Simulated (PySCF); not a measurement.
Compound: C5H12O2Si.
Cartesian coordinates in Å at the PBE0-D3(BJ)/def2-SVP level; atoms count from 1:
```xyz
20
C5H12O2Si angstrom
C      3.399    0.454   -0.482
O      2.541   -0.602   -0.144
Si     1.372   -0.514    1.030
O      0.244    0.645    0.671
C     -0.551    0.667   -0.494
C     -1.768   -0.207   -0.382
C     -2.931    0.255    0.441
C     -3.045    0.210   -1.053
H      4.113    0.102   -1.242
H      3.978    0.811    0.390
H      2.850    1.316   -0.900
H      0.793   -1.883    1.071
H      1.944   -0.083    2.335
H      0.046    0.369   -1.377
H     -0.866    1.711   -0.656
H     -1.557   -1.282   -0.367
H     -3.478   -0.487    1.029
H     -2.848    1.234    0.923
H     -3.664   -0.567   -1.508
H     -3.049    1.159   -1.597
```

Linear response at wB97X-D/def2-SVPD (PySCF, frozen core in the response, non-relativistic).

Static isotropic polarisability: 90.77 au (13.45 Å³), principal values 79.0, 87.6, 105.7 au.

(1) What is the polarisability at 1064 nm and at the sodium D line?

(2) What is the isotropic C6 coefficient between two such molecules, C6 = (3/π)∫α(iω)² dω?

(3) Which effective excitation energy ω̄ makes London's formula C6 = (3/4)α²ω̄ exact here?

(4) How many electrons N does the Slater–Kirkwood formula C6 = (3/4)·√N·α^(3/2) need to give this C6?

(5) What n − 1 at the D line would an ideal gas of it have at 273.15 K and 1 atm (2.6868 × 10¹⁹ cm⁻³), by n − 1 = 2π·N·α′?

(6) The lowest 6 singlets have (eV, f): 7.89, 0.003; 8.05, 0.005; 8.10, 0.013; 8.24, 0.018; 8.38, 0.014; 8.48, 0.013. What share of the static polarisability do they carry in the sum over states α = Σ f/ω²?

(7) How anisotropic is the static polarisability, by Δα² = ½[(α1 − α2)² + (α2 − α3)² + (α3 − α1)²]?

(8) What three-body coefficient follows from the one-pole estimate C9 = (3/4)·α·C6?

(9) What molar refraction at the D line follows from R = (4π/3)·N_A·α′, with α′ the polarisability volume?

Answers

(1) 91.41 au at 1064 nm (+0.7 %), 92.91 au at 589.3 nm (+2.4 %). The rise at 589.3 nm is 3.33 times that at 1064 nm; a pure ω² law gives 3.26. The lowest singlet lies at 157 nm, shorter than both wavelengths.

(2) 3562 au (Eh·bohr⁶) by a ten-point quadrature over imaginary frequencies, which is 2130 eV·Å⁶ or 205 J·nm⁶/mol.

(3) ω̄ = 4·C6/(3α²) = 0.576 Eh = 15.7 eV. A one-pole form α(ω) = α/(1 − ω²/ω̄²) fitted to the 1064 nm value gives 13.9 eV.

(4) N = (4·C6/3)²/α³ = 30.2; the species has 72 electrons in all.

(5) 23.24 × 10⁻⁴, a formal value whether or not that pressure can be reached.

(6) 0.70 au, 0.8 % of α; the largest term, 0.19 au, is that of the state at 8.24 eV. Their oscillator strengths add up to 0.06. Higher states carry the rest.

(7) Δα = 23.6 au, or 0.26 of the isotropic value.

(8) 243000 au. This is an estimate from the two numbers above, not a computed integral.

(9) α′ = 13.77 Å³ gives R = 34.73 cm³/mol, for isolated, non-vibrating species.

One conformer stands for the species.

The pairwise dispersion term of wB97X-D wasn't added to the energies; at a given geometry it leaves orbitals and properties as they are.
